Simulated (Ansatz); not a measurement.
Cost and result up the ladder for GeMe2 (C2H6Ge) (9 atoms). Total charge 0; singlet. Geometry: PBE-D4/def2-TZVP.

```xyz
9

Ge   -0.231    0.382   -1.324
C     1.454   -0.038   -0.303
H     1.411   -1.082    0.050
H     1.518    0.598    0.595
H     2.362    0.096   -0.906
C    -1.466    0.056    0.234
H    -1.227    0.776    1.036
H    -1.294   -0.950    0.650
H    -2.526    0.162   -0.033
```

Ansatz on 4 threads of Arm Neoverse V2 on a shared host. Times are rough, and most runs start from the orbitals of an earlier one. PBE0-D4/def2-TZVP serves as the yardstick here, not as an exact answer. Differences are given only for rows in sets of like size (and for xTB, whose basis is part of the method), since another set adds its own error. Binding counts from free atoms at the same level (Ge triplet, C triplet, H doublet; other spins of the atoms weren't run), without zero-point energy or a counterpoise term.

The 6-31G sets use Cartesian d functions. LC-ωPBE has ω = 0.4 bohr⁻¹. B3LYP takes the VWN-RPA correlation. HSE06 is defined as in plane-wave codes, on full-range PBE exchange. Correlated methods freeze 11 core orbitals; core or outer-core shells of Ge are correlated, in sets that lack core-valence functions.

Run but left out: HF/6-31G (restricted singlet, unstable in another Hartree–Fock run and untested here).

Correlated methods converge slowly with the basis.

```
                         level  functions  binding energy per atom (eV)  difference from PBE0-D4/def2-TZVP (eV)                  remarks
            HSE06-D4/def2-TZVP        146                          3.60                                    0.00                        –
              PBE0-D4/def2-SVP         90                          3.62                                       –                        –
                B3LYP-D4/6-31G         59                          3.59                                       –                        –
            CCSD(T)/def2-TZVPP        194                          3.54                                   -0.06  restricted SCF unstable
               PBE-D4/def2-SVP         90                          3.65                                       –                        –
                 MP2/def2-TZVP        146                          3.48                                   -0.12  restricted SCF unstable
           revPBE-D4/def2-TZVP        146                          3.57                                   -0.03                        –
             BLYP-D4/def2-TZVP        146                          3.59                                   -0.01                        –
             PBE0-D4/def2-TZVP        146                          3.60                                    0.00                        –
PBE-D4/def2-TZVP (with forces)        146                          3.64                                    0.04                        –
           r2SCAN-D4/def2-TZVP        146                          3.60                                    0.00                        –
             LC-ωPBE/def2-TZVP        146                          3.56                                   -0.03                        –
            B3LYP-D4/def2-TZVP        146                          3.60                                    0.00                        –
```

Task: Estimate how long each takes.

Result: PBE-D4/def2-SVP 0.6 s; B3LYP-D4/6-31G 0.6 s; PBE0-D4/def2-SVP 0.8 s; revPBE-D4/def2-TZVP 0.95 s; BLYP-D4/def2-TZVP 0.95 s; PBE-D4/def2-TZVP (with forces) 1.1 s; MP2/def2-TZVP 1.1 s; LC-ωPBE/def2-TZVP 1.2 s; B3LYP-D4/def2-TZVP 1.2 s; PBE0-D4/def2-TZVP 1.4 s; HSE06-D4/def2-TZVP 1.4 s; r2SCAN-D4/def2-TZVP 2 s; CCSD(T)/def2-TZVPP 43 s. On shared hardware such times vary by a factor of up to 3.
